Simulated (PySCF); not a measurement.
Mapped SMILES: `[CH3:1][c:2]1[cH:3][p-:4][cH:5][c:6]1[SiH3:7]`. Each H is labelled by its parent atom.

Geometry: PBE0-D3(BJ)/def2-SVP; GIAO shifts from PySCF 2.14.0 with density-fitted response routines, gas phase, non-relativistic, averaged over equivalent atoms.

At PBE0/pcSseg-1 (173 basis functions, 39 s wall time on 1 thread of an Arm Neoverse N1, shared host):
```json
{"atoms": "C5", "δ (ppm)": "154.9"}
{"atoms": "C3", "δ (ppm)": "137.6"}
{"atoms": "C2", "δ (ppm)": "134.5"}
{"atoms": "C6", "δ (ppm)": "105.7"}
{"atoms": "C1", "δ (ppm)": "21.3"}
{"atoms": "P4", "δ (ppm)": "96.0"}
{"atoms": "Si7", "δ (ppm)": "-86.7"}
{"atoms": "H(C5)", "δ (ppm)": "7.37"}
{"atoms": "H(C3)", "δ (ppm)": "6.61"}
{"atoms": "H(Si7)", "δ (ppm)": "4.42"}
{"atoms": "H(C1)", "δ (ppm)": "2.36"}
```

Scale: $^{13}$C (σref 184.41) and $^{29}$Si (σref 351.99) and $^{1}$H (σref 31.27) against TMS; H3PO4 for $^{31}$P (σref 310.13) (reference shieldings calculated alike).

**Question.** Predict the values at B97-2/pcSseg-1 on the same geometry.

**Answer.** 
```json
{"atoms": "C5", "δ at B97-2/pcSseg-1": "151.2", "change": "-3.7"}
{"atoms": "C3", "δ at B97-2/pcSseg-1": "134.5", "change": "-3.1"}
{"atoms": "C2", "δ at B97-2/pcSseg-1": "131.6", "change": "-2.9"}
{"atoms": "C6", "δ at B97-2/pcSseg-1": "103.5", "change": "-2.2"}
{"atoms": "C1", "δ at B97-2/pcSseg-1": "21.6", "change": "+0.3"}
{"atoms": "P4", "δ at B97-2/pcSseg-1": "94.4", "change": "-1.6"}
{"atoms": "Si7", "δ at B97-2/pcSseg-1": "-84.4", "change": "+2.3"}
{"atoms": "H(C5)", "δ at B97-2/pcSseg-1": "7.31", "change": "-0.06"}
{"atoms": "H(C3)", "δ at B97-2/pcSseg-1": "6.55", "change": "-0.06"}
{"atoms": "H(Si7)", "δ at B97-2/pcSseg-1": "4.33", "change": "-0.09"}
{"atoms": "H(C1)", "δ at B97-2/pcSseg-1": "2.36", "change": "+0.00"}
```

References, each an isolated molecule treated in the same way: $^{13}$C (σref 183.69) and $^{29}$Si (σref 357.41) and $^{1}$H (σref 31.38) vs TMS; $^{31}$P (σref 316.18) vs H3PO4.

The largest change is at C5 (aromatic CH). Cost: 173 basis functions, 33 s wall time on 1 thread of an Arm Neoverse N1, shared host. The order of the carbon signals is the same at both levels.

Experimental scales use liquid or dissolved standards, which lie at an offset from isolated H3PO4.
